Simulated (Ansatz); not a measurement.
`O=C=[N][SnH]([F])[F]` + H–F → `[F][SnH]([F])[F]` + `N=C=O` at 600 K and 1 bar (ligand exchange at the Sn–N bond).

Isolated molecules relaxed with PBE0-D4/def2-TZVP in Ansatz; ΔE leaves out vibrations. CBS: MP2 limit from def2 TZ/QZ plus the TZ coupled-cluster correction, frozen cores. This one scheme is used for every species. def2 core potentials past Kr. For Sn outer-core shells are correlated without core-valence functions, which leaves a few kJ/mol of doubt a bond. One conformer a species, not always the lowest.

```
               species  CCSD(T)/CBS energy (Eh)  H − E (kJ/mol)  S (J/(mol·K))
`O=C=[N][SnH]([F])[F]`               -582.21667           121.8          465.0
                   H–F               -100.39570            42.3          194.0
    `[F][SnH]([F])[F]`               -514.09299            76.8          373.2
               `N=C=O`               -168.51995            83.3          274.5
```

H − E and S are ideal-gas, rigid-rotor, harmonic terms from PBE0-D4/def2-TZVP, for one conformer and one mirror image of each species. 1 Eh = 2625.50 kJ/mol, R = 8.31446 J/(mol·K).

**Question.** By hand: ΔE, ΔH, ΔS and ΔG.

**Answer.** ΔE = (-514.09299) + (-168.51995) − (-582.21667) − (-100.39570) = -0.00057 Eh = -1.5 kJ/mol. Δ(H − E) = 76.8 + 83.3 − 121.8 − 42.3 = -4.0, so ΔH = -5.5 kJ/mol. ΔS = 373.2 + 274.5 − 465.0 − 194.0 = -11.3 J/(mol·K). ΔG = -5.5 − 600 × (-11.3)/1000 = 1.3 kJ/mol.

**Question.** By hand: the equilibrium constant, and the temperature at which ΔG would vanish if ΔH and ΔS stayed fixed.

**Answer.** log₁₀ K = −ΔG/(RT ln 10) = -0.1. ΔG = 0 at ΔH/ΔS = 487 K, though so small a ΔH makes that figure unsure.

TΔS isn't small against ΔH here. The sign of ΔG lies within the doubt. A doubt of 5 kJ/mol in ΔE shifts log₁₀ K by 0.4 here. Other conformers and mirror images would add mixing entropy, several J/(mol·K) or more a flexible species. Modes under 60 cm⁻¹, often nearly free rotors, make the harmonic entropy too high. These are equilibria of isolated gas molecules and say nothing of rates. Largest T1 diagnostic: 0.018 (customary marks: 0.02 for closed shells, 0.045 for open ones).
